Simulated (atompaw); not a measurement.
# Varying the PAW (atompaw) potential for indium (In)

Base potential:

| Item | Value |
| --- | --- |
| Element | In |
| Generator | atompaw 4.2.0.5 |
| Type | PAW |
| Functional | LDA (PW92) |
| Relativity | scalar-relativistic |
| Frozen core | [Kr] 4d10 |
| Valence charge | 3 |
| Reference configuration | 5s1.5 5p0 (charge +1.5) |
| Partial waves | 5s (bound): rc 1.75 bohr; 5s channel at -1 Ry: rc 1.75 bohr; 5p (bound, empty): rc 2.55 bohr; 5p channel at -0.55 Ry: rc 2.55 bohr |
| Local potential | bessel scheme, radius 2.15 bohr |
| Core correction | smooth core density matched at 2.45 bohr |
| Augmentation charge | besselshape compensation charge, radius 2.05 bohr; PAW radius 2.55 bohr; waves and projectors: custom rrkj gramschmidtortho |

Cutoffs, loose and tight: the cutoffs (Ry, on a coarse ladder) from which the occupation-weighted sum of valence levels, in a spherical-Bessel basis at the reference potential, stays within 10 and 1 mRy of its value at 400 Ry. They see the waves, projectors and local potential, not the compensation charge or the core. A dash means not determined.

| change | outcome | cutoff, loose | cutoff, tight | bound ghosts |
| --- | --- | --- | --- | --- |
| base | generated | 12 Ry | 21 Ry | none |
| local potential troulliermartins scheme with l = 2 at 0 Ry, radius 2.15 bohr | failed: atompaw: The overlap operator has at least one negative eigenvalue! | – | – | – |
| wave 5s channel at -1 Ry: rc 1.75 bohr becomes 5s channel at 3.46 Ry: rc 1.75 bohr | generated | 12 Ry | 18 Ry | none |
| wave 5p (bound): rc 2.55 bohr becomes 5p (bound): rc 2.10 bohr | generated | 12 Ry | 21 Ry | none |
| functional PBE | generated | 12 Ry | 21 Ry | none |
| waves 5s (bound); 5s channel at -1 Ry; 5p (bound); 5p channel at -0.55 Ry; augmentation besselshape compensation charge, radius 2.05 bohr; PAW radius 2.55 bohr; waves and projectors: bloechl | failed: atompaw: The overlap operator has at least one negative eigenvalue! | – | – | – |
| core correction smooth core density matched at 2.54 bohr | generated | 12 Ry | 21 Ry | none |
| reference 5s2 5p1 | failed: atompaw: The overlap operator has at least one negative eigenvalue! | – | – | – |
| augmentation sinc compensation charge, radius 2.05 bohr; PAW radius 2.55 bohr; waves and projectors: custom rrkj gramschmidtortho | generated | 12 Ry | 21 Ry | none |
